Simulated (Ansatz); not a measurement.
A nudged elastic band was laid between two geometries of C₂H₅B₂N (10 atoms, charge 0, multiplicity 1).

Level of theory: RKS B3LYP-D4/6-31G* (Ansatz).

```yaml
movable_images: 7
climbing_image: yes
spring: 5.0 eV/Å²
optimiser: quadratic models (default)
start_path: IDPP
force_threshold: 0.05 eV/Å
iteration_limit: 33
end_points: relaxed
```

Image 0:

```xyz
10
Properties=species:S:1:pos:R:3
B 0.425 1.708 -0.144
C -0.115 0.320 0.288
N 0.127 -0.189 1.489
B 0.212 -1.395 0.679
C -0.687 -0.841 -0.518
H 0.014 2.695 0.381
H 1.261 1.773 -0.995
H 1.045 -2.246 0.744
H -1.761 -0.919 -0.344
H -0.438 -0.957 -1.577
```

Image 8:

```xyz
10
Properties=species:S:1:pos:R:3
B 0.421 1.708 -0.145
C -0.113 0.319 0.289
N 0.126 -0.190 1.491
B 0.213 -1.396 0.682
C -0.681 -0.841 -0.519
H 1.261 1.777 -0.992
H -0.004 2.695 0.371
H 1.045 -2.247 0.751
H -1.756 -0.919 -0.348
H -0.429 -0.957 -1.577
```

(1) What changes between the two ends?

(2) Give the energies along the band, and the barrier.

(3) What is the geometry of the highest image?

(4) What are the harmonic wavenumbers there?

Results:

(1) No bond is made or broken. The dihedral H7–B1–C2–N3 goes from 112 to -68°. The two ends are copies of one structure, up to a mirror image or an exchange of like atoms.

(2) The run converged. The highest image is number 4 of 0 to 8, 0.246 eV above the ends, which have the same energy within 2 meV. A vibrational analysis at the climbing image gives one clearly imaginary mode, 256i cm⁻¹: a first-order saddle point.

```tsv
image	path coordinate (Å)	energy (eV)	dihedral H7–B1–C2–N3 (°)
0	0.00	0.000	112
1	0.52	0.038	134
2	1.05	0.127	158
3	1.57	0.213	-179
4	2.09	0.246	-155
5	2.64	0.205	-132
6	3.19	0.112	-110
7	3.74	0.028	-89
8	4.29	0.000	-68
```

(3) 
```xyz
10
Properties=species:S:1:pos:R:3:forces:R:3
B 0.279 1.776 -0.193 0.00 -0.03 0.01
C -0.142 0.309 0.221 -0.01 0.02 -0.01
N -0.280 -0.106 1.476 0.01 -0.02 0.02
B 0.091 -1.370 0.845 -0.02 0.02 0.01
C -0.377 -0.949 -0.612 0.01 -0.01 -0.01
H 0.900 2.448 0.570 0.00 0.01 0.00
H -0.035 2.198 -1.263 -0.01 0.01 -0.01
H 0.888 -2.146 1.277 0.00 0.00 -0.01
H -1.444 -1.090 -0.795 0.00 0.00 0.00
H 0.204 -1.122 -1.522 0.00 0.00 0.00
```

(4) 256i, 206, 287, 481, 591, 647, 832, 854, 899, 926, 962, 1002, 1036, 1095, 1141, 1214, 1277, 1455, 1506, 2648, 2685, 2742, 3095, 3152 cm⁻¹.

Run time: 6.5 min on 1 thread of AMD EPYC (Zen 3), on a shared host, peak memory 0.18 GiB.
